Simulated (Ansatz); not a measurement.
**One arrangement of a pair**

The pair of Cu⁺ (SMILES [Cu+], atom 1) and C$_{2}$H$_{2}$ (SMILES C#C, atoms 2–5), both closed shells, in one local arrangement (a lower one may exist), relaxed at PBE0-D4/def2-TZVP:

```
5
angstrom
Cu -0.0265 -0.1943 -1.6432
C 0.0881 0.6374 0.2460
C -0.0779 -0.5622 0.3905
H 0.2352 1.7006 0.3057
H -0.2190 -1.5816 0.7010
```

Computed with Ansatz 0.2.0 (basis: def2-TZVPPD, with def2-QZVPPD for the basis limit); correlated methods freeze the cores. The 3s and 3p shells of Cu and Zn are frozen; filled d shells are correlated. B3LYP uses VWN-RPA correlation. Extrapolation: Hartree–Fock as exp(−7.88 √X), correlation as X^−2.97. Interaction energies count from these two fragments, frozen as in the pair, with the counterpoise correction; negative means bound.

(1) What is the interaction energy by CCSD(T) at an estimated basis limit (MP2 extrapolated from triple and quadruple zeta, plus CCSD(T) − MP2 in triple zeta)? (To be estimated.)

No T1 diagnostic of these runs exceeds 0.020.

Answers

(1) The calculation gives: -41.66 kcal/mol. Hartree–Fock alone gives -22.43 kcal/mol at the basis limit. It counts from the two fragments frozen as in the pair.

The same quantity by other methods in triple zeta, and each one's difference from that estimate:
```
   method  E_int (kcal/mol)  difference
   PBE-D4            -55.70      -14.05
revPBE-D4            -51.53       -9.87
  BLYP-D4            -52.42      -10.76
r2SCAN-D4            -56.23      -14.57
   B97M-V            -53.68      -12.02
  PBE0-D4            -48.17       -6.52
 B3LYP-D4            -47.27       -5.61
 HSE06-D4            -48.03       -6.37
  wB97X-V            -45.12       -3.46
  wB97M-V            -44.84       -3.18
   B2PLYP            -43.84       -2.18
       HF            -22.11       19.55
      MP2            -41.20        0.46
     CCSD            -34.39        7.27
  CCSD(T)            -37.12        4.54
```
Differences are method less estimate.

Energy to bend the free fragments (PBE0-D4 minima) into their shapes in the pair, CCSD(T)/def2-TZVPPD: C$_{2}$H$_{2}$ 1.47 kcal/mol. This must be added to the interaction energy to get the binding energy from relaxed fragments.

Basis-set superposition shift (counterpoise-corrected less uncorrected): CCSD(T) 2.24; MP2 2.13; HF 0.46; PBE0-D4 0.53; wB97M-V 0.49 kcal/mol.

For scale, one of the runs: CCSD(T)/def2-TZVPPD, 175 basis functions, launched by `ansatz run in.yaml --threads 2 --pin off --events-out ev --progress --plain --max-ram 5222MiB`. Hardware: 2 CPU threads of an Intel Xeon Platinum 8375C, shared host. Wall time 33 s; peak host memory 1.5 GiB.
